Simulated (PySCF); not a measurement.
## Cs2O(H2O)2 at several levels of theory

Computed with PySCF 2.14.0 (density fitting, no spin-orbit coupling) at the geometry relaxed with PBE:

```xyz
9
Cs2O(H2O)2 (singlet; a saddle point, relaxed within its symmetry)
Cs    0.0000    0.0000    2.5194
Cs    0.0000    0.0000   -2.5194
O     0.0000    0.0000    0.0000
O     0.0000    0.0000    5.7624
H     0.7643    0.0000    6.3731
H    -0.7643    0.0000    6.3731
O     0.0000    0.0000   -5.7624
H     0.7643    0.0000   -6.3731
H    -0.7643    0.0000   -6.3731
```

```csv
level,basis,state,HOMO (eV),gap (eV),charge on Cs1 (e),dipole about the centre of mass (D),largest force component (eV/Å)
PBE,"Cs def2-SVP with ECP46, O def2-SVP, H def2-SVP",singlet,-1.63,0.56,0.24,0.00,0.01
B3LYP,the same,singlet,-2.03,1.29,0.28,0.00,0.67
BP86,the same,singlet,-1.56,0.64,0.24,0.00,0.04
TPSS,the same,singlet,-1.47,0.55,0.27,0.00,0.09
PBE,"Cs def2-TZVP with ECP46, O def2-TZVP, H def2-TZVP",singlet,-1.85,0.59,0.49,0.00,0.50
PBE,"Cs x2c-SVPall, O x2c-SVPall, H x2c-SVPall",singlet,-1.74,0.72,0.28,0.00,0.82
```

Charges are Mulliken's, which hang on the basis. The relaxation used the grid (50, 194), these runs (75, 302) or, all-electron (x2c bases, spin-free X2C Hamiltonian), (99, 590).

Q: What does HF with Cs def2-SVP with ECP46, O def2-SVP, H def2-SVP give here?

A: state singlet, HOMO (eV) -4.39, gap (eV) 5.04, charge on Cs1 (e) 0.45, dipole about the centre of mass (D) 0.00, largest force component (eV/Å) 2.51. Time: 2.1 s on 2 threads of Arm Neoverse V1, on a shared host, from an already converged density.

In the first row's basis the gap widens with exact exchange: 0.6 eV for TPSS, PBE, BP86 (none); 1.3 eV for B3LYP (a fixed share); 5.0 eV for Hartree–Fock (rising or full at long range).

The gap of the closed shell is small, and it wasn't tested for a lower spin-broken solution at this geometry.

Small gap, closed shell not tested for a spin-broken solution: B3LYP, BP86, TPSS, PBE (small-core/TZVP), PBE (x2c-SVP).
